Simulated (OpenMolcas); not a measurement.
# Computed transition rates of I5+

```yaml
Program: OpenMolcas 26.06
Method: "MS-CASPT2, IPEA 0.25 Eh, imaginary shift 0.1 Eh (closed shells correlated: 4d)"
Basis: ANO-RCC [10s9p8d5f3g]
Scalar_Hamiltonian: DKH2, point nucleus
Active_space: 2 electrons in 8 orbitals (5s 5p 6s 6p)
State_averaging: 2S+1 = 3 even, 3 roots; 2S+1 = 1 even, 7 roots; 2S+1 = 3 odd, 3 roots; 2S+1 = 1 odd, 3 roots
Spin-orbit_coupling: RASSI with atomic mean-field integrals over the reference wave functions, term energies averaged over their components
```

Rates come from the transition moments of the reference wave functions (E1 and E2 in the length form). At fixed line strength A goes as λ^-3 for E1 and M1 and as λ^-5 for E2, so a rate at the computed wavelength can be rescaled to the measured one. Measured vacuum wavelengths follow from level energies in the list in Rauch et al., Astron. Astrophys. 606, A105 (2017). Branching counts decays inside the model space alone, at computed energies, and the table is only a selection of the E1 lines, drawn from those between levels with measured partners whose computed energy lies within a factor of 1.5 of the measured one.

```tsv
Upper	Lower	Type	λ computed (nm)	λ measured (nm)	A computed (s-1)	A rescaled (s-1)	Branching %
5p2 3P0	5s 5p 1P* 1	E1	131.5	137.6	6.23e+07		1.0
5p2 1D2 [61 %]	5s 5p 1P* 1	E1	119.1	121.9	1.39e+09	1.30e+09	30.4
5p2 3P2 [61 %]	5s 5p 1P* 1	E1	104.6	105.8	1.79e+09		27.9
5p2 3P1	5s 5p 3P* 2	E1	91.33	91.92	2.48e+09	2.43e+09	35.1
5p2 1D2 [61 %]	5s 5p 3P* 2	E1	90.62	91.12	1.77e+09		38.5
5p2 3P0	5s 5p 3P* 1	E1	89.7	90.23	6.30e+09	6.19e+09	99.0
5p2 1S0	5s 5p 1P* 1	E1	84.86	84.58	9.82e+09	9.92e+09	98.6
5p2 3P1	5s 5p 3P* 1	E1	84.34	83.88	1.84e+09	1.87e+09	26.1
5p2 1D2 [61 %]	5s 5p 3P* 1	E1	83.73	83.22	1.42e+09		31.0
5p2 3P1	5s 5p 3P* 0	E1	82.1	81.43	2.73e+09	2.80e+09	38.6
5p2 3P2 [61 %]	5s 5p 3P* 2	E1	82	81.77	3.78e+09	3.81e+09	58.8
5p2 3P2 [61 %]	5s 5p 3P* 1	E1	76.32	75.35	8.54e+08	8.87e+08	13.3
5p2 1S0	5s 5p 3P* 1	E1	65.23	63.94	1.43e+08		1.4
```

Spin-changing lines and M1 lines between different terms are not rescaled, since their strength hangs on the term gaps too.

The largest correction is for 5p2 1D2 [61 %] → 5s 5p 1P* 1 (E1): 1.39e+09 × (119.1 / 121.9)^3 = 1.30e+09 s-1, a factor of 0.93.

The computed rate and branching of 5p2 3P0 → 5s 5p 3P* 1 give the upper level a radiative lifetime of 0.990 / 6.30e+09 s-1 = 1.57e-10 s, counting decays inside the model space alone. The rescaled rate gives about 1.6e-10 s.

No measured rate stands beside these. Rescaling mends the energy factor alone: line strengths can still be far off where a level mixes with configurations outside the active space, and weak or spin-changing lines hang on small mixing coefficients that depend on the term gaps too, so rescaling need not improve them.

Term energies are means over components that CASPT2 splits; among the terms shown or strongly mixed into the levels shown the widest spread is 210 cm-1 (5p2 1D). Over all roots computed the reference weight is 0.88 to 0.95; the roots of lowest weight are the least certain, and an intruder state may touch them. Active for correlation alone: 6p 6s; no level in the range computed is led by a configuration that fills them, so any true level of that kind is missing. The ¹D term of p² mixes with s d, which this space lacks. Measured partners are found by configuration, term and J. A level has none where our copy of the source lacks it or the pairing is in doubt (some pairs that miss far off the trend of their configuration count as doubtful). Only configurations of the active space appear.

A share in square brackets marks a mixed level and gives the weight of the term that names it. * marks odd parity.
